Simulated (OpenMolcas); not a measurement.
Cl IV: effect of the basis set

```json
{
  "Program": "OpenMolcas 26.06",
  "Method": "SS-CASPT2, IPEA 0.25 Eh, imaginary shift 0.1 Eh (closed shells correlated: 2s 2p 3s)",
  "Active space": "2 electrons in 3 orbitals (3p)",
  "State averaging": "2S+1 = 3 even, 3 roots; 2S+1 = 1 even, 6 roots",
  "Spin-orbit coupling": "state interaction with AMFI integrals over the reference wave functions, term energies averaged over their components"
}
```

A. ANO-RCC-VDZP [4s3p1d], DKH2, point nucleus; CASPT2 step roughly 0.8 core-seconds
B. ANO-RCC-VTZP [5s4p2d1f], DKH2, point nucleus; CASPT2 step about 0.8 core-seconds
C. ANO-L-VTZP [5s4p2d1f], non-relativistic, point nucleus; CASPT2 step about 1.2 core-seconds
D. ANO-R2 [5s4p3d1f], X2C, finite nucleus; CASPT2 step roughly 1 core-seconds
E. ANO-RCC-VQZP [6s5p3d2f1g], DKH2, point nucleus; CASPT2 step roughly 1.1 core-seconds
F. ANO-R3 [6s5p4d3f1g], X2C, finite nucleus; CASPT2 step roughly 1.1 core-seconds

Energies in cm⁻¹ above 3s² 3p² ³P₀, the measured ground level; measured values from Moore, Atomic Energy Levels, vol. I, NSRDS-NBS 35 (1971 reprint of NBS Circular 467, 1949).

| Level | A | B | C | D | E | F | Measured |
| --- | --- | --- | --- | --- | --- | --- | --- |
| 3s² 3p² ³P₀ | 0.0 | 0.0 | 0.0 | 0.0 | 0.0 | 0.0 | 0.0 |
| 3s² 3p² ³P₁ | 419 | 461 | 457 | 453 | 447 | 453 | 491 |
| 3s² 3p² ³P₂ | 1168 | 1274 | 1263 | 1251 | 1235 | 1249 | 1341 |
| 3s² 3p² ¹D₂ | 15140 | 13890 | 14000 | 13850 | 13500 | 13390 | 13766 |
| 3s² 3p² ¹S₀ | 34680 | 33280 | 33300 | 33290 | 32650 | 32390 | 32550 |

Deviations, from unrounded energies. A percentage is the sum of absolute deviations over the sum of measured energies, with the sign that they share, or ± where signs differ.

```
                        Against measurement  Levels      A     B     C     D     E     F
             mean absolute deviation (cm-1)       4    940   240   270   240   130   170
      fine structure of the ground term (%)       2  -13.3  -5.3  -6.1  -7.0  -8.2  -7.1
other terms of the ground configuration (%)       2   +7.6  +1.9  +2.1  +1.8  ±0.8  -1.2
```

E lies closest to measurement on these levels and A furthest from it. The largest miss of E in the table is 3s² 3p² ¹D₂, by -270 cm-1. The ranking rests on the paired levels alone, and a cruder setting can come out closer through cancelling errors.

Among A to F the level of the table that moves most is 3s² 3p² ¹S₀, by 2300 cm-1 (lowest in F, highest in A). Moves below CASPT2's spread within the term are not significant.

Term energies are means over components that CASPT2 splits; among the terms shown or strongly mixed into the levels shown the widest spread is 120 cm-1 (3s² 3p² ¹D, D). With the s shell closed, the reference lacks s² → p² mixing. The basis is small and was not contracted for so high a charge (holds for A). Computed and measured levels are paired by configuration, term and J; levels that our copy of the source lacks, or whose pairing is in doubt (as where it misses far off the trend of its configuration), stay unpaired and out of the deviations. Levels of configurations outside the active space are missing.
